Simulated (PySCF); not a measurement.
B(F)(OH)2 (BFH₂O₂), SMILES FB(O)O.

Geometry: PBE0-D3(BJ)/def2-SVP. One conformer was computed; it need not be the lowest.

Method: PySCF with M06-2X/def2-TZVPD.

Symmetry labels are those of the subgroup C2v that the program uses (full group C2v).

Question: List the valence orbital energies around the gap with their symmetry. (Estimate from the structure and the level; the computed values follow.)

Answer: 
```
orbital  symmetry  energy (eV)
-------  --------  -----------
HOMO−7         A1       -17.57
HOMO−6         B2       -16.44
HOMO−5         B1       -15.50
HOMO−4         B2       -15.32
HOMO−3         A1       -12.96
HOMO−2         B1       -12.79
HOMO−1         B2       -12.71
HOMO           A2       -11.52
LUMO           A1        -0.22
LUMO+1         B2         0.62
LUMO+2         A1         1.40
LUMO+3         B1         1.43
```
